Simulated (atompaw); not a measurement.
**u(r) = r·R(r): atom against pseudo-atom (Tb)**

Columns: radius, all-electron u(r) and pseudo u(r) of the 5s shell (level -54.13 eV) of terbium in the configuration [Kr] 4d10 4f9 5s2 5p6 5d0 6s1 6p0; LDA (PW92), scalar-relativistic, PAW (atompaw) scheme, atompaw 4.2.0.5.

```
r (bohr)  all-electron  pseudo
   0.098       -0.0474  0.1936
   0.196        0.3520  0.3813
   0.294       -0.1359  0.5576
   0.392       -0.5153  0.7176
   0.490       -0.4875  0.8569
   0.588       -0.1993  0.9721
   0.687        0.1694  1.0619
   0.785        0.4998  1.1232
   0.883        0.7504  1.1572
   0.981        0.9138  1.1650
   1.079        1.0005  1.1487
   1.177        1.0266  1.1114
   1.275        1.0085  1.0567
   1.373        0.9606  0.9886
   1.471        0.8942  0.9111
   1.569        0.8180  0.8286
   1.667        0.7381  0.7445
   1.765        0.6587  0.6623
   1.863        0.5827  0.5842
   1.962        0.5109  0.5113
   2.060        0.4459  0.4459
   2.158        0.3871  0.3871
   2.256        0.3346  0.3346
   2.354        0.2881  0.2881
   2.452        0.2473  0.2473
   2.550        0.2116  0.2116
```

(1) How many radial nodes do the two functions have?

(2) At about which radius was the pseudo-wave matched?

(3) Where does each function peak?

(4) Is the pseudo-wave norm-conserving?

Results:

(1) The all-electron 5s function has n − l − 1 = 4 (the table is too coarse to show those close to the nucleus); the pseudo-wave has 0, since the states of the same l below it are removed with the core.

(2) 2.10 bohr. The columns agree to 0.0005 from 1.96 bohr on; several derivatives are matched, so the curves merge somewhat inside the radius.

(3) Outermost all-electron maximum near 1.18 bohr, pseudo maximum near 0.98 bohr (to the table’s step).

(4) No, it belongs to a PAW set: the norm inside the radius is not constrained, and the difference is carried by the augmentation charge.
